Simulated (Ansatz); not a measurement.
Computed with Ansatz on PBE0-D4/def2-TZVP structures; ΔE is electronic, products minus reactants. CCSD(T)/CBS is the MP2 limit (def2-TZVPP, def2-QZVPP) plus CCSD(T) − MP2 in def2-TZVPP, frozen cores. For Ge outer-core shells are correlated without core-valence functions, which leaves a few kJ/mol of doubt a bond. Scalar relativity is left out up to krypton.

`C[B](C)[GeH3]` + `FC1=CN1` → `C[B](F)[GeH3]` + `CC1=CN1`  (formal exchange of groups at a B–C bond)

`C[B](C)[GeH3]`:

Z-matrix (Å, degrees):
```
C
B 1 1.558
H 1 1.092 2 114.8
H 1 1.103 2 105.0 3 114.9
H 1 1.094 2 114.5 3 -128.6
C 2 1.559 1 121.3 3 145.9
Ge 2 2.080 1 120.1 3 -34.0
H 6 1.092 2 115.7 1 152.3
H 6 1.094 2 113.9 1 23.7
H 6 1.103 2 104.7 1 -91.6
H 7 1.542 2 114.3 1 2.6
H 7 1.544 2 110.9 1 123.7
H 7 1.544 2 111.1 1 -118.8
```

`FC1=CN1`:

Z-matrix (Å, degrees):
```
C
C 1 1.267
N 1 1.409 2 74.0
F 1 1.294 2 151.2 3 173.8
H 2 1.070 1 161.6 3 -139.1
H 3 1.024 1 109.2 2 -97.1
```

`C[B](F)[GeH3]`:

Cartesian coordinates in Å:
```
C 0.438 1.058 -1.145
B -0.194 -0.273 -0.648
F -0.705 -1.122 -1.533
Ge -0.310 -0.848 1.358
H 1.471 1.140 -0.787
H 0.424 1.170 -2.231
H -0.088 1.907 -0.692
H -1.774 -1.060 1.787
H 0.307 0.205 2.298
H 0.430 -2.178 1.594
```

`CC1=CN1`:

Cartesian coordinates in Å:
```
C -0.926 0.775 -0.464
C 0.195 -0.019 0.022
C 1.374 -0.284 0.418
N 0.503 -1.481 0.134
H -1.220 0.419 -1.457
H -1.795 0.661 0.191
H -0.664 1.832 -0.523
H 2.404 -0.089 0.651
H 0.129 -1.815 1.028
```

```
        species  HF/def2-TZVPP energy (Eh)
`C[B](C)[GeH3]`                -2181.05735
      `FC1=CN1`                 -230.71940
`C[B](F)[GeH3]`                -2240.97066
      `CC1=CN1`                 -170.89463
```

Work out ΔE.

ΔE = (-2240.97066) + (-170.89463) − (-2181.05735) − (-230.71940) = -0.08854 Eh = -232.5 kJ/mol. CCSD(T)/CBS gives -220.4 kJ/mol.

Largest T1 diagnostic among the species: 0.013.

Leaving LDA and LC-ωPBE aside and taking each functional with its dispersion term where it has one, the values, not all of them listed here, spread over 21.3 kJ/mol, from BHLYP-D4 to revPBE-D4. From PBE to PBE0 (25 % exact exchange), in def2-TZVPP and without D4, ΔE moves by −7.0 kJ/mol.
